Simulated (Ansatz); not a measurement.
Ansatz (a first-principles code) input for CH4BClO, SMILES COBCl, PBE0-D3(BJ)/def2-SVP. 

Ansatz 0.2 input:
```yaml
crystal:
  periodic: [false, false, false]
  atoms:
    - {symbol: B, position_ang: [-0.54405056, -0.08416892, 0.00000000]}
    - {symbol: H, position_ang: [-1.71404607, 0.06889969, -0.00000001]}
    - {symbol: Cl, position_ang: [0.10048883, -1.67369474, -0.00000000]}
    - {symbol: O, position_ang: [0.33763354, 0.90492843, 0.00000000]}
    - {symbol: C, position_ang: [0.02458014, 2.27688682, 0.00000000]}
    - {symbol: H, position_ang: [0.46635591, 2.73034338, -0.88927059]}
    - {symbol: H, position_ang: [0.46635590, 2.73034339, 0.88927059]}
    - {symbol: H, position_ang: [-1.05527225, 2.44332035, -0.00000001]}
basis:
  gaussian:
    orbitals: def2-SVP
hamiltonian:
  xc: pbe0
  dispersion: d3bj
relax: {f_tol: 0.002, max_steps: 200}
```

Program output:

```
WARN ansatz: RAYON_NUM_THREADS=1 ignored (pool sized by the plan → 1); use --threads N
Functional definition: PBE0
integrals: 0.03 GiB planned
859 factors; integrals over basis functions are off by at most 4.3e-4 eV
mean field: 0.26 GiB planned
mean field evaluation 1: about -16331.7923 eV, gradient 3.8e1 eV
mean field evaluation 2: about -16328.6348 eV, gradient 5.6e1 eV
mean field evaluation 4: about -16334.8154 eV, gradient 1.9e0 eV
mean field evaluation 8: about -16334.8709 eV, gradient 1.0e-1 eV
mean field evaluation 16: about -16334.8710 eV, gradient 3.5e-5 eV
mean field -16334.87097342 eV, -600.2954361001 hartree, gradient 3.5e-5 eV, S^2 0.000000; 0 other end points of the search recorded, 0 dependent functions left out
the calculation of the forces begins
reference -16334.87099646 eV, -600.2954369466 hartree; 20, 20 occupied and 60, 60 virtual orbitals, 859 factors
relax step   1: F+E_penalty+E_count = -16334.97978843 eV  Δ(F+E_penalty+E_count) = +0.000e0 eV  max|allowed force component| = 1.236e0 eV/Å  Δτ_max = 0.0000 Å  (27 SCF iters, accepted)
these checks for a lower state are left out or cut short: starts, cluster_reference, orbital_swaps, neighbouring_geometries, increment
integrals: 0.03 GiB planned
859 factors; integrals over basis functions are off by at most 4.5e-4 eV
mean field: 0.26 GiB planned
mean field -16334.91557392 eV, -600.2970751382 hartree, gradient 1.5e-5 eV, S^2 0.000000; 0 other end points of the search recorded, 0 dependent functions left out
the calculation of the forces begins
reference -16334.91559699 eV, -600.2970759861 hartree; 20, 20 occupied and 60, 60 virtual orbitals, 859 factors
relax step   2: F+E_penalty+E_count = -16335.02390988 eV  Δ(F+E_penalty+E_count) = -4.412e-2 eV  max|allowed force component| = 5.674e-1 eV/Å  Δτ_max = 0.0383 Å  (31 SCF iters, accepted)
these checks for a lower state are left out or cut short: starts, cluster_reference, orbital_swaps, neighbouring_geometries, increment
integrals: 0.03 GiB planned
859 factors; integrals over basis functions are off by at most 4.6e-4 eV
mean field: 0.26 GiB planned
mean field evaluation 32: about -16334.9262 eV, gradient 1.5e-5 eV
mean field -16334.92619501 eV, -600.2974654561 hartree, gradient 1.5e-5 eV, S^2 0.000000; 0 other end points of the search recorded, 0 dependent functions left out
the calculation of the forces begins
reference -16334.92621808 eV, -600.2974663037 hartree; 20, 20 occupied and 60, 60 virtual orbitals, 859 factors
relax step   3: F+E_penalty+E_count = -16335.03436302 eV  Δ(F+E_penalty+E_count) = -1.045e-2 eV  max|allowed force component| = 8.354e-2 eV/Å  Δτ_max = 0.0334 Å  (31 SCF iters, accepted)
these checks for a lower state are left out or cut short: starts, cluster_reference, orbital_swaps, neighbouring_geometries, increment
integrals: 0.03 GiB planned
859 factors; integrals over basis functions are off by at most 4.6e-4 eV
mean field: 0.26 GiB planned
mean field -16334.92636964 eV, -600.2974718735 hartree, gradient 2.5e-5 eV, S^2 0.000000; 0 other end points of the search recorded, 0 dependent functions left out
the calculation of the forces begins
reference -16334.92639270 eV, -600.2974727208 hartree; 20, 20 occupied and 60, 60 virtual orbitals, 859 factors
relax step   4: F+E_penalty+E_count = -16335.03459557 eV  Δ(F+E_penalty+E_count) = -2.326e-4 eV  max|allowed force component| = 3.123e-2 eV/Å  Δτ_max = 0.0037 Å  (23 SCF iters, accepted)
these checks for a lower state are left out or cut short: starts, cluster_reference, orbital_swaps, neighbouring_geometries, increment
integrals: 0.03 GiB planned
859 factors; integrals over basis functions are off by at most 4.6e-4 eV
mean field: 0.26 GiB planned
mean field -16334.92637630 eV, -600.2974721183 hartree, gradient 1.5e-5 eV, S^2 0.000000; 0 other end points of the search recorded, 0 dependent functions left out
the calculation of the forces begins
reference -16334.92639936 eV, -600.2974729655 hartree; 20, 20 occupied and 60, 60 virtual orbitals, 859 factors
relax step   5: F+E_penalty+E_count = -16335.03464331 eV  Δ(F+E_penalty+E_count) = -4.774e-5 eV  max|allowed force component| = 1.023e-2 eV/Å  Δτ_max = 0.0041 Å  (23 SCF iters, accepted)
these checks for a lower state are left out or cut short: starts, cluster_reference, orbital_swaps, neighbouring_geometries, increment
integrals: 0.03 GiB planned
859 factors; integrals over basis functions are off by at most 4.6e-4 eV
mean field: 0.26 GiB planned
mean field -16334.92638355 eV, -600.2974723846 hartree, gradient 4.4e-5 eV, S^2 0.000000; 0 other end points of the search recorded, 0 dependent functions left out
the calculation of the forces begins
reference -16334.92640660 eV, -600.2974732318 hartree; 20, 20 occupied and 60, 60 virtual orbitals, 859 factors
relax step   6: F+E_penalty+E_count = -16335.03464582 eV  Δ(F+E_penalty+E_count) = -2.515e-6 eV  max|allowed force component| = 3.092e-3 eV/Å  Δτ_max = 0.0008 Å  (20 SCF iters, accepted)
these checks for a lower state are left out or cut short: starts, cluster_reference, orbital_swaps, neighbouring_geometries, increment
integrals: 0.03 GiB planned
859 factors; integrals over basis functions are off by at most 4.6e-4 eV
mean field: 0.26 GiB planned
mean field -16334.92638384 eV, -600.2974723952 hartree, gradient 8.3e-6 eV, S^2 0.000000; 0 other end points of the search recorded, 0 dependent functions left out
the calculation of the forces begins
reference -16334.92640689 eV, -600.2974732424 hartree; 20, 20 occupied and 60, 60 virtual orbitals, 859 factors
relax step   7: F+E_penalty+E_count = -16335.03464597 eV  Δ(F+E_penalty+E_count) = -1.433e-7 eV  max|allowed force component| = 1.917e-4 eV/Å  Δτ_max = 0.0001 Å  (19 SCF iters, accepted)
integrals: 0.03 GiB planned
859 factors; integrals over basis functions are off by at most 4.6e-4 eV
mean field: 0.26 GiB planned
mean field evaluation 64: about -16334.8802 eV, gradient 4.5e-1 eV
mean field -16334.92638384 eV, -600.2974723952 hartree, gradient 8.3e-6 eV, S^2 0.000000; 1 other end points of the search recorded, 0 dependent functions left out
the calculation of the forces begins
reference -16334.92640689 eV, -600.2974732424 hartree; 20, 20 occupied and 60, 60 virtual orbitals, 859 factors
Total energy: -16335.03466902 eV, -600.3014518024 hartree
Atom 0 at    -0.514688    -0.077792    -0.000000 Å, force     0.000192     0.000037    -0.000000 eV/Å
Atom 1 at    -1.704679     0.129589    -0.000000 Å, force    -0.000131     0.000039     0.000000 eV/Å
Atom 2 at     0.068565    -1.736285    -0.000000 Å, force     0.000018     0.000009    -0.000000 eV/Å
Atom 3 at     0.384551     0.907276     0.000000 Å, force    -0.000080    -0.000149     0.000000 eV/Å
Atom 4 at     0.024211     2.267489    -0.000000 Å, force     0.000073     0.000113    -0.000000 eV/Å
Atom 5 at     0.446804     2.752699    -0.892375 Å, force    -0.000057    -0.000032     0.000033 eV/Å
Atom 6 at     0.446804     2.752699     0.892375 Å, force    -0.000057    -0.000032    -0.000033 eV/Å
Atom 7 at    -1.069523     2.401185    -0.000000 Å, force     0.000042     0.000015     0.000000 eV/Å
Dipole moment:    -0.136623     0.545073     0.000000 e Å
```

The calculation finished and met its thresholds.
